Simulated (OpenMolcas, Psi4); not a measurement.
# How basis sets differ on SnH2F2 (SMILES [F][SnH2][F])

SnH2F2: 5 atoms, total charge 0, spin state singlet. As SMILES, `[F][SnH2][F]`. The shape is that of a PBE0-D4/def2-TZVP optimisation.

Each level gives the dipole moment (D). The values are calculated.

```
                          level          kind     program  value (D)  CPU time
                      HF/STO-3G  Hartree–Fock        Psi4       2.18     4.1 s
                       HF/3-21G  Hartree–Fock  OpenMolcas       3.69     2.6 s
   HF/def2-SVP (core potential)  Hartree–Fock        Psi4       3.94     7.6 s
HF/ANO-R1 (sfX2C, RICD fitting)  Hartree–Fock  OpenMolcas       3.82      12 s
  HF/def2-TZVP (core potential)  Hartree–Fock  OpenMolcas       3.81      23 s
```

All-electron rows without a relativistic Hamiltonian named are non-relativistic, while core potentials hold scalar relativity, so basis and relativity change together. The values span 2.18 to 3.94 D. Magnitudes only. Sets without polarisation functions give poor dipoles. Without the sets that lack polarisation functions the rows with a basis span only 3.81 to 3.94 D. CPU times are rough (shared hosts, several kinds of processor and program).
